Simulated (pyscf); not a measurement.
H₂C=C⁺–CH₃ (SMILES C=[C+]C), singlet

Gas-phase minimum from PySCF at ωB97X-D3(BJ)/def2-SVP, one conformer. H₂C=C⁺–CH₃ lies 7.6 kcal/mol over its isomer H₂C=CH–CH₂⁺, and others may lie lower still (electronic energy, ωB97M-D3(BJ)). 

SMILES: [C+](C)=C
```xyz
8

C     -0.6405    -0.8804    -0.1284
C     -0.2998     0.1961    -0.7215
C      0.0610     1.4182    -1.3328
H     -1.0720    -0.8622     0.8871
H     -0.5037    -1.8520    -0.6355
H     -0.2193     2.1491    -0.5313
H      1.1475     1.5200    -1.4900
H     -0.5552     1.6607    -2.2142
```
Charge +1, spin multiplicity 1.

Bond lengths (Å): C1–C2 1.275, C1–H4 1.103, C1–H5 1.105, C2–C3 1.413, C3–H6 1.120, C3–H7 1.102, C3–H8 1.102. Bond angles (°): C2–C1–H4 121.2, C2–C1–H5 119.7, H4–C1–H5 119.0, C1–C2–C3 177.7, C2–C3–H6 101.0, C2–C3–H7 113.1, C2–C3–H8 113.2, H6–C3–H7 106.8, H6–C3–H8 106.8, H7–C3–H8 114.6.

Properties at ωB97X-D3(BJ)/def2-SVP:

```
Item                                                                                                                                                                                                                       Value
---------------------------------------------------------------------------------------------------------------------  ---------------------------------------------------------------------------------------------------------
Harmonic wavenumbers, unscaled                                                                                         201, 286, 346, 553, 863, 914, 1002, 1025, 1245, 1300, 1327, 1433, 1968, 2966, 3106, 3110, 3192, 3201 cm⁻¹
Zero-point energy                                                                                                                                                                                                  40.1 kcal/mol
Rotational symmetry number                                                                                                                                                                                                     1
Entropy of this conformer at 298 K and 1 atm, rigid rotor and harmonic oscillator, modes under 100 cm⁻¹ raised to 100                                                                                            269.5 J/(mol K)
Dipole moment                                                                                                                                                                                                  depends on origin
```

Single-point totals, which compare only within one level (frozen core for MP2 and CC):

| level | total energy (hartree) |
|---|---|
| ωB97X-D3(BJ)/def2-TZVP | -117.04986 |
| PBE/def2-TZVP | -116.83051 |
| r²SCAN/def2-TZVP | -116.91712 |
| B3LYP-D3(BJ)/def2-TZVP | -117.00657 |
| PBE0-D3(BJ)/def2-TZVP | -116.84517 |
| M06-2X/def2-TZVP | -116.92741 |
| ωB97M-D3(BJ)/def2-TZVP | -117.02220 |
| HF/def2-TZVPP | -116.21156 |
| MP2/def2-TZVPP | -116.66724 |
| CCSD/def2-TZVPP | -116.70207 |
| CCSD(T)/def2-TZVPP | -116.72359 |

The CCSD(T) − MP2 part came from Ansatz, without density fitting, on the same reference.
